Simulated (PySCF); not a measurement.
**CsP⁺: frontier orbitals**

PBE0 at R = 3.942 Å; basis Cs def2-SVPD with ECP46, P def2-SVPD; scalar-relativistic core potentials; PySCF 2.14. State: ⁴Σ⁻ (quartet), unpaired electrons σ ↑, π ↑↑. Only the outer orbitals are listed, counted within each symmetry, core potentials removing the inner ones.

```tsv
spin	orbital	occ.	ε (eV)	on Cs (%)	main shells (%)
α	4σ	1	-34.41	100	100 Cs s
α	5σ	1	-20.57	7	93 P s
α	2π	1	-19.93	100	100 Cs p
α	2π	1	-19.93	100	100 Cs p
α	6σ	1	-19.88	93	93 Cs p
α	7σ	1	-11.35	3	96 P p
α	3π	1	-11.14	1	99 P p
α	3π	1	-11.14	1	99 P p
α	8σ	0	-4.80	98	98 Cs s
α	4π	0	-3.04	92	70 Cs d, 21 Cs p
α	4π	0	-3.04	92	70 Cs d, 21 Cs p
β	4σ	1	-34.40	100	100 Cs s
β	2π	1	-19.93	100	100 Cs p
β	2π	1	-19.93	100	100 Cs p
β	5σ	1	-19.91	100	100 Cs p
β	6σ	1	-16.77	1	99 P s
β	7σ	0	-6.63	17	83 P p, 11 Cs s
β	3π	0	-6.21	6	94 P p
β	3π	0	-6.21	6	94 P p
```

Which are the highest filled and the lowest empty level, where do they sit, and how wide is the gap?

Highest filled α 3π at -11.14 eV (in %: 99 P p); lowest empty β 7σ at -6.63 eV (in %: 83 P p, 11 Cs s); the gap at PBE0 is 4.51 eV.

The bond order (Mayer) is 0.12. The ⟨S²⟩ is 3.750, the charge on Cs (Mulliken, basis-dependent) is 0.94 and the charge on Cs (Löwdin, basis-dependent) is 0.84. The dipole moment (positive dipole points towards P; it is taken about the centre of mass and depends on that origin) is -2.26 D, the polarisability along the bond is 48.4 bohr³ and the polarisability across the bond is 37.6 bohr³.

Spin–orbit coupling is left out. The state was picked by a PBE0 search and need not be the measured ground state.
